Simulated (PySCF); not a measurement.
## Ionisation energy of Tb⁶¹⁺ by level of theory

Tb⁶¹⁺ [He] 2s2 (1S) → Tb⁶²⁺ [He] 2s1 (2S), as a difference of total energies. Computed with PySCF 2.14 in an even-tempered Gaussian basis (19 s from 39 bohr⁻², ratio 2.2; 8 p from 59 bohr⁻², ratio 2.4; 5 d from 180 bohr⁻², ratio 2.4; 5 f from 270 bohr⁻², ratio 2.4; 4 g from 400 bohr⁻², ratio 2.4), with the spin-free X2C one-electron Hamiltonian (Gaussian nucleus). Correlated levels: nothing frozen; virtual orbitals above 40 to 60 times the deepest correlated orbital energy dropped. The calculations carry no spin-orbit coupling.

```csv
method,ionisation energy (eV)
UHF,14451.9
LDA,14444.1
PBE,14459.4
PBE0,14457.8
r2SCAN,14449.4
B3LYP,14456.8
SCS-MP2 (all electrons),14458.2
```

Task: Estimate what TPSSh gives.

Result: 14457.6 eV, closest to PBE0 among the rows shown.

Task: Estimate what MP2 (all electrons) gives.

Result: 14457.2 eV, closest to B3LYP among the rows shown.

For this ion Breit and QED terms and the two-electron picture change, all absent here, outweigh the differences among the correlated methods.

For comparison: 14434 ± 12 eV (theoretical estimate listed by NIST; NIST Atomic Spectra Database, ionization energies).
